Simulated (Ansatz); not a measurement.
Geometry optimisation, RKS BLYP/def2-SVP in Ansatz.

Input file:

```yaml
crystal:
  periodic: [false, false, false]
  atoms:
    - { symbol: O, position_ang: [1.11983, 1.59547, -0.90629] }
    - { symbol: B, position_ang: [0.83307, 0.93601, 0.16471] }
    - { symbol: O, position_ang: [-0.08338, -0.15173, 0.15862] }
    - { symbol: Si, position_ang: [-1.05097, -1.3466, 0.34163] }
    - { symbol: H, position_ang: [0.76282, 1.43198, -1.7822] }
    - { symbol: H, position_ang: [0.10362, 0.27153, -0.71658] }
    - { symbol: H, position_ang: [-2.44904, -1.00196, 0.51496] }
    - { symbol: H, position_ang: [-0.44227, -2.66251, 0.31366] }
total_charge: 1
basis:
  gaussian: { orbitals: def2-SVP }
hamiltonian:
  xc: blyp
relax:
  f_tol: 0.02
  max_steps: 50
```

Run as:

```bash
$ ansatz run input.yaml --threads 1 --pin off --max-ram 2048MiB --backend cpu --events-out ev --progress --plain --runs-dir out
```

Task: Where does it end, and by what steps?

Result: The run converged. The force dipped under the threshold on the way, but the program's further checks kept it going. After 21 steps the energy has fallen by 7.799 eV; H6 moved furthest, 2.70 Å. Parted: O3–H6 (0.99 → 2.57 Å). Joined: Si4–H6 (2.25 → 1.48 Å).

```
step  energy less start (eV)  largest force component (eV/Å)  accepted
   0                  0.0000                           5.617       yes
   1                 -1.0906                           3.344       yes
   2                 -1.9954                           1.827       yes
   3                 -2.5122                           1.142       yes
   4                 -2.7913                           1.278       yes
   5                 -3.0155                           1.791       yes
   6                 -3.2144                           0.928       yes
   7                 -3.4200                           1.787       yes
   8                 -3.7911                           1.688       yes
   9                 -4.2213                           1.302       yes
  10                 -4.8497                           1.413       yes
  11                 -5.5621                           2.203       yes
  12                 -6.3214                           1.495       yes
  13                 -6.8425                           1.299       yes
  14                 -7.1888                           1.193       yes
  15                 -7.5826                           1.292       yes
  16                 -7.7356                           0.297       yes
  17                 -7.7811                           0.160       yes
  18                 -7.7968                           0.121       yes
  19                 -7.7987                           0.019       yes
  20                 -7.7986                           0.034        no
  21                 -7.7989                           0.007       yes
```

```xyz
8
Properties=species:S:1:pos:R:3
O 1.489 1.986 -0.478
B 0.698 0.983 -0.403
O -0.053 0.001 -0.216
Si -1.133 -1.418 0.068
H 1.776 2.541 -1.231
H -1.570 -1.768 -1.308
H -2.190 -0.856 0.945
H -0.223 -2.398 0.712
```

Whether the end is a true minimum wasn't checked by a vibrational analysis.

Time of the run: 110 s on 1 thread of Intel(R) Xeon(R) Processor @ 2.50GHz (Skylake/Cascade Lake), with other jobs on the host, peak memory 0.15 GiB.
